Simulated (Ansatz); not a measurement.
The pair A = C2H4 (SMILES C=C) (first 6 atoms), B = H4OSi (SMILES O[SiH3]); geometry from B3LYP-D3(BJ)/def2-TZVP.
(charge 0, multiplicity 1):
```
atom    x (Å)    y (Å)    z (Å)
----  -------  -------  -------
C     -0.3552  -0.4689  -0.0182
C      0.4663   0.5705   0.0029
H     -1.1645  -0.5394  -0.7351
H     -0.2469  -1.2837   0.6863
H      1.2720   0.6355   0.7235
H      0.3667   1.3942  -0.6938
O      0.6943  -0.9615   3.1659
Si    -0.3191   0.2315   3.7074
H      1.5662  -1.0299   3.5617
H     -0.4201   0.2004   5.1887
H     -1.6363  -0.0423   3.1053
H      0.1543   1.5782   3.3077
```

Cores are frozen in the correlated methods. MP2 and its Hartree–Fock in aug-cc-pV(T+d)Z are density fitted.

Codes used: Ansatz (Gaussian orbitals). 

The counterpoise-corrected interaction energy is E(AB) − E(A in the pair's basis) − E(B in the pair's basis). Total energies (hartree):

```json
[
 {"level": "HF/aug-cc-pV(D+d)Z", "AB": "-444.2191733", "A in the pair's basis": "-78.0438638", "B in the pair's basis": "-366.1764720"},
 {"level": "MP2/aug-cc-pV(D+d)Z", "AB": "-444.8247622", "A in the pair's basis": "-78.3286638", "B in the pair's basis": "-366.4939130"},
 {"level": "HF/aug-cc-pV(T+d)Z", "AB": "-444.2772458", "A in the pair's basis": "-78.0649074", "B in the pair's basis": "-366.2135326"},
 {"level": "MP2/aug-cc-pV(T+d)Z", "AB": "-445.0062748", "A in the pair's basis": "-78.4046193", "B in the pair's basis": "-366.5990199"},
 {"level": "CCSD(T)/aug-cc-pV(D+d)Z", "AB": "-444.9014610", "A in the pair's basis": "-78.3688613", "B in the pair's basis": "-366.5304643"}
]
```

Problem. Work out the counterpoise-corrected interaction energy at the basis-set limit: extrapolate the MP2 correlation part as X⁻³, take Hartree–Fock from the larger set, and add the CCSD(T) − MP2 difference of aug-cc-pV(D+d)Z.

Solution. 
1. Differences (1 hartree = 627.509 kcal/mol): HF/aug-cc-pV(D+d)Z 0.729; MP2/aug-cc-pV(D+d)Z -1.371; HF/aug-cc-pV(T+d)Z 0.749; MP2/aug-cc-pV(T+d)Z -1.654; CCSD(T)/aug-cc-pV(D+d)Z -1.340.
2. Correlation parts, MP2 less HF: -2.101 in aug-cc-pV(D+d)Z (X = 2), -2.403 in aug-cc-pV(T+d)Z (X = 3).
3. Limit (3³·(-2.403) − 2³·(-2.101))/(3³ − 2³) = -2.531; with HF/aug-cc-pV(T+d)Z it gives -1.781.
4. CCSD(T) less MP2 in aug-cc-pV(D+d)Z: 0.031.
Result: -1.75 kcal/mol, against -1.37 at MP2/aug-cc-pV(D+d)Z. It is an estimate of this method's limit, not of the exact value.

Ansatz is a program for electronic structure.
